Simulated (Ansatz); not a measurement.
```yaml
atoms:
  - { symbol: Li, position_ang: [0.0000, 0.0000, 0.0000] }
  - { symbol: H, position_ang: [0.0000, 0.0000, 4.4520] }
  - { symbol: F, position_ang: [0.0000, 4.6947, -2.1892] }
```

Basis set: pcseg-2 (spherical functions). Charge 0, multiplicity 4.

Computed with Ansatz (development build ahead of 0.2.0); each method stands on the lowest determinant of its kind that the runs found. Restricted functionals stand beside restricted open-shell atoms, which can lie above the unrestricted atoms usual in DFT and then raise those values.

Question: Give the atomization energy at this shape (free ground-state atoms in the same class of orbitals less the molecule, no zero-point energy) of quartet LiHF in separate pieces by PBE0 (restricted open-shell), PBE (unrestricted), ROHF.

Answer:

| method | atomization energy |
| --- | --- |
| PBE0 (restricted open-shell) | -0.4 kJ/mol |
| PBE (unrestricted) | -0.1 kJ/mol |
| ROHF | -1.4 kJ/mol |

Caution: other spin multiplicities may lie lower. Caution for PBE0 (restricted open-shell), PBE (unrestricted): charge can spread falsely over distant fragments. Caution for PBE0 (restricted open-shell), ROHF: stretched shape with no unrestricted run beside it, a lower state can exist.

The shape needn't be a minimum at these levels.
